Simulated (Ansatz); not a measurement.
Stepwise reaction of `C[SiH](C)[SeH]` with hydrogen fluoride, as a gas-phase model of exchange steps in deposition or etching. ΔE in kJ/mol; ΔG adds harmonic PBE0-D4 terms to CCSD(T)/CBS, at 1 bar.

Calculated with Ansatz (gas phase, PBE0-D4/def2-TZVP geometries, no zero-point term in ΔE). CBS: MP2 limit from def2 TZ/QZ plus the TZ coupled-cluster correction, frozen cores. This one scheme is used for every species. Functionals use def2-TZVPP. B3LYP here is the variant with VWN-RPA as its local correlation; programs differ in this. For Se outer-core shells are correlated without core-valence functions, which leaves a few kJ/mol of doubt a bond. Scalar relativity is left out up to krypton. One conformer a species, not always the lowest.

```csv
step,reaction,PBE-D4,B3LYP-D4,ωB97M-V,CCSD(T)/CBS,ΔG(600 K)
1,`C[SiH](C)[SeH]` + H–F → `C[SiH](F)[SeH]` + CH₄,-137.4,-149.8,-146.9,-141.6,-133.6
2,`C[SiH](F)[SeH]` + H–F → `F[SiH](F)[SeH]` + CH₄,-132.8,-146.0,-143.1,-139.7,-134.2
```

Question: By hand: ΔE of the 2 steps together at CCSD(T)/CBS.

Answer: (-141.6) + (-139.7) = -281.3 kJ/mol, or -140.6 kJ/mol a step.

In ΔE the steps differ by no more than 1.9 kJ/mol. All are downhill at CCSD(T)/CBS. ΔG lies between -134.2 and -133.6 kJ/mol a step. PBE-D4 differs from CCSD(T)/CBS by 4.2 to 6.9 kJ/mol a step. Only this route is followed, and other bonds may react first. Isolated molecules leave out the surface, adducts and barriers. Largest T1 diagnostic: 0.011.
